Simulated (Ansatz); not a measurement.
A set of 12 reactions (hydrogenolysis), with CCSD(T)/CBS values in kJ/mol:

```
                                                           reaction     ΔE
                                      `CSC(C)N` + H₂ → `CCSC` + NH₃  -77.3
                           `N[Si](F)(F)F` + H₂ → `F[SiH](F)F` + NH₃   52.0
`[Cl][GeH2][NH][SiH](Cl)Cl` + H₂ → `Cl[SiH2]Cl` + `[NH2][GeH2][Cl]`   56.9
                            `OC[SiH](F)F` + H₂ → `F[SiH2]F` + CH₃OH  -31.7
                                       `OBCCO` + H₂ → `CBO` + CH₃OH  -56.4
                            `FC1([SiH3])BO1` + H₂ → `FC1BO1` + SiH₄  -33.8
          `C[SiH](Cl)[NH][AlH2]` + H₂ → `C[SiH2]Cl` + `[NH2][AlH2]`   54.4
        `CC(C)[NH][Ga]([Cl])[Cl]` + H₂ → `[Cl][GaH][Cl]` + `CC(C)N`   30.2
                   `C[Se][SnH2][Cl]` + H₂ → `C[SeH]` + `[Cl][SnH3]`   70.2
            `C[NH][SnH]([Cl])[Cl]` + H₂ → `[Cl][SnH2][Cl]` + CH₃NH₂   -6.1
                     `C[S][GeH2][CH3]` + H₂ → `[CH3][GeH3]` + CH₃SH   30.6
                  `[SiH3]CC[SiH2]Cl` + H₂ → `C[SiH3]` + `C[SiH2]Cl`  -82.3
```

Gas-phase electronic energies from Ansatz, PBE0-D4/def2-TZVP geometries. CCSD(T)/CBS adds triple-zeta CCSD(T) − MP2 to the extrapolated MP2 energy (def2 sets, frozen cores). This one scheme is used for every species. DFT in def2-TZVPP. B3LYP here is the variant with VWN-RPA as its local correlation; programs differ in this. Elements past krypton have def2 core potentials. For Ga, Ge, Se, Sn outer-core shells are correlated without core-valence functions, which leaves a few kJ/mol of doubt a bond. Scalar relativity is left out up to krypton. Each species was taken in one conformer, which may not be the lowest.

Problem. Give the mean, mean absolute and largest difference (level minus CCSD(T)/CBS, kJ/mol) for: PBE-D4, PBE0-D4, B3LYP-D4, ωB97X-V, ωB97M-V, PBE, PBE0, B3LYP, MP2/def2-TZVPP, CCSD/def2-TZVPP, CCSD(T)/def2-TZVPP, HF/def2-QZVPP, SCS-MP2/def2-QZVPP, MP2/CBS(def2). (Best estimate.)

Solution. The calculation gave: 
```csv
level,mean,mean absolute,largest
PBE-D4,-0.3,5.2,9.8
PBE0-D4,-3.7,4.6,-12.4
B3LYP-D4,-2.1,2.9,-6.6
ωB97X-V,-4.6,5.1,-14.9
ωB97M-V,-3.2,4.5,-12.2
PBE,-8.6,9.5,-20.5
PBE0,-11.2,11.2,-21.1
B3LYP,-15.4,15.4,-22.8
MP2/def2-TZVPP,3.5,3.7,8.7
CCSD/def2-TZVPP,-8.3,8.3,-20.2
CCSD(T)/def2-TZVPP,-3.1,3.2,-14.3
HF/def2-QZVPP,-26.1,26.1,-35.4
SCS-MP2/def2-QZVPP,-1.2,1.6,-5.2
MP2/CBS(def2),6.7,6.7,13.7
```

The largest T1 diagnostic in the set is 0.016, for `FC1([SiH3])BO1` (customary mark 0.02).

CCSD(T)/CBS is a level of theory with its own doubt, and the functionals carry their triple-zeta basis error, so these figures describe this set and don't rank the functionals.
